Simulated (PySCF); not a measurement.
C₄H₈O, SMILES C=CCCO (GFN2-xTB optimised geometry):

```
13

C      1.755    -0.652     0.000
C      0.436    -0.652     0.000
C     -0.411     0.581     0.000
C     -1.366     0.597     1.196
O     -2.327    -0.423     1.023
H      2.322     0.265    -0.012
H      2.327    -1.564     0.003
H     -0.120    -1.579     0.015
H      0.214     1.475     0.030
H     -1.018     0.601    -0.908
H     -1.860     1.579     1.256
H     -0.797     0.439     2.123
H     -2.908    -0.445     1.789
```

Computed with PySCF 2.14.0 with PBE0/def2-TZVP.

Problem. What are the frontier orbital energies and the dipole moment?

Solution. HOMO-2 -9.36 eV, HOMO-1 -7.87 eV, HOMO -7.34 eV, LUMO 0.43 eV, LUMO+1 1.18 eV; dipole moment 1.66 D.

Meta-Löwdin charges at PBE0/def2-TZVP: C1 -0.28, C2 -0.10, C3 -0.21, C4 0.01, O5 -0.55, H6 0.11, H7 0.12, H8 0.12, H9 0.11, H10 0.13, H11 0.09, H12 0.09, H13 0.34.
